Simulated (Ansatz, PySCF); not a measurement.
Breaking a bond: AuH, singlet. Each curve is given relative to its own lowest point near equilibrium.

```json
[
 {"R / Å": "1.22", "A": "36.7", "B": "41.4", "C": "38.6"},
 {"R / Å": "1.30", "A": "16.4", "B": "20.0", "C": "17.9"},
 {"R / Å": "1.37", "A": "6.4", "B": "8.9", "C": "7.4"},
 {"R / Å": "1.46", "A": "0.7", "B": "1.8", "C": "1.1"},
 {"R / Å": "1.51", "A": "0.0", "B": "0.3", "C": "0.0"},
 {"R / Å": "1.54", "A": "0.2", "B": "0.0", "C": "0.0"},
 {"R / Å": "1.59", "A": "1.4", "B": "0.4", "C": "0.8"},
 {"R / Å": "1.65", "A": "3.8", "B": "2.0", "C": "2.8"},
 {"R / Å": "1.68", "A": "5.4", "B": "3.2", "C": "4.1"},
 {"R / Å": "1.81", "A": "13.4", "B": "9.9", "C": "11.5"},
 {"R / Å": "1.90", "A": "19.6", "B": "15.6", "C": "17.5"},
 {"R / Å": "2.06", "A": "30.4", "B": "26.3", "C": "28.3"},
 {"R / Å": "2.33", "A": "45.6", "B": "43.5", "C": "44.7"},
 {"R / Å": "2.53", "A": "53.7", "B": "54.5", "C": "54.3"},
 {"R / Å": "2.78", "A": "60.5", "B": "65.8", "C": "63.2"},
 {"R / Å": "3.10", "A": "65.2", "B": "76.9", "C": "70.5"},
 {"R / Å": "3.42", "A": "67.4", "B": "84.8", "C": "74.7"},
 {"R / Å": "3.76", "A": "68.4", "B": "90.7", "C": "77.1"},
 {"R / Å": "4.16", "A": "68.9", "B": "95.2", "C": "78.6"},
 {"R / Å": "4.63", "A": "69.0", "B": "98.4", "C": "79.4"},
 {"R / Å": "5.33", "A": "69.1", "B": "100.8", "C": "79.9"},
 {"R / Å": "6.15", "A": "69.1", "B": "101.9", "C": "80.2"}
]
```

Energies in kcal/mol.

Q: Assign the columns to these levels of theory: SC-NEVPT2 on CASSCF(2,2)/def2-SVP, all electrons correlated, def2 effective core potentials past Kr (PySCF); CCSD on RHF/def2-SVP, def2 effective core potentials past Kr in PySCF 2.14.0; restricted PBE/def2-SVP, def2 effective core potentials past Kr in Ansatz (an electronic-structure program).

A: A is NEVPT2; B is RKS-PBE; C is RCCSD.

The restricted form behind RKS-PBE keeps the bonding electrons paired and can't separate into open-shell fragments. The T1 diagnostic of CCSD on the restricted reference of RCCSD exceeds 0.045 at 2.53 to 6.15 Å.
